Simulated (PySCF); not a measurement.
## LaS: from constants to spectrum

UHF-CCSD(T) constants of LaS, doublet, about 0.1 electrons in the 4f shell (Mulliken) (PySCF, scalar-relativistic core potentials, basis sets La def2-TZVPP with ECP46, S def2-TZVPP; masses 138.9063 and 31.9721 u):

- ωe: 447.0 cm⁻¹
- ωexe: 0.937 cm⁻¹
- Be: 0.11141 cm⁻¹
- αe: 0.000330 cm⁻¹
- D (centrifugal): 2.77e-08 cm⁻¹
- De to La (5d1 6s2) + S: 5.56 eV

(1) Give the vibrational terms G(v) and spacings up to v = 6.

(2) How well does the Morse estimate ωe²/(4ωexe) reproduce De, and what is D0?

Correlated steps freeze 5 core orbitals. Spin–orbit coupling is left out, which matters for elements this heavy, above all for dissociation energies. With d or f electrons several states lie close, and the lowest PBE0 determinant need not be the measured ground state.

## Answers

(1) G(v) = ωe(v+½) − ωexe(v+½)².

```json
{"v": "0", "G(v) (cm⁻¹)": "223.3", "G(v) − G(v−1)": "", "Bv (cm⁻¹)": "0.1112"}
{"v": "1", "G(v) (cm⁻¹)": "668.4", "G(v) − G(v−1)": "445.1", "Bv (cm⁻¹)": "0.1109"}
{"v": "2", "G(v) (cm⁻¹)": "1111.6", "G(v) − G(v−1)": "443.3", "Bv (cm⁻¹)": "0.1106"}
{"v": "3", "G(v) (cm⁻¹)": "1553.0", "G(v) − G(v−1)": "441.4", "Bv (cm⁻¹)": "0.1103"}
{"v": "4", "G(v) (cm⁻¹)": "1992.5", "G(v) − G(v−1)": "439.5", "Bv (cm⁻¹)": "0.1099"}
{"v": "5", "G(v) (cm⁻¹)": "2430.2", "G(v) − G(v−1)": "437.6", "Bv (cm⁻¹)": "0.1096"}
{"v": "6", "G(v) (cm⁻¹)": "2865.9", "G(v) − G(v−1)": "435.8", "Bv (cm⁻¹)": "0.1093"}
```

(2) It gives 6.61 eV, 119 % of the computed De. D0 = De − G(0) = 5.56 − 0.03 = 5.53 eV.
